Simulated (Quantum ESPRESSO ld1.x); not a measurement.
Q: The rubidium ion Rb26+, configuration [Ne] 3s1. All-electron calculation, scalar-relativistic Kohn-Sham, LDA (Slater exchange, Perdew-Wang correlation), spin-polarised, spherical densities, point nucleus; open shells are filled with parallel spins first. Program: ld1.x of Quantum ESPRESSO 7.5. Some entries of the table are withheld. Estimate them.

orbital  occ.  eigenvalue (hartree)  <r^2> (bohr^2)
1s up       1              -598.841        0.002189
1s down     1              -598.775        0.002189
2s up       1                   (1)             (2)
2s down     1                   (3)             (4)
2p up       3              -110.514             (5)
2p down     3              -110.447             (6)
3s up       1              -46.8367          0.2072
3s down     0              -46.3609          0.2073

A: 
(1) 2s up eigenvalue (hartree): -118.309
(2) 2s up <r^2> (bohr^2): 0.03594
(3) 2s down eigenvalue (hartree): -118.233
(4) 2s down <r^2> (bohr^2): 0.03588
(5) 2p up <r^2> (bohr^2): 0.02807
(6) 2p down <r^2> (bohr^2): 0.02803
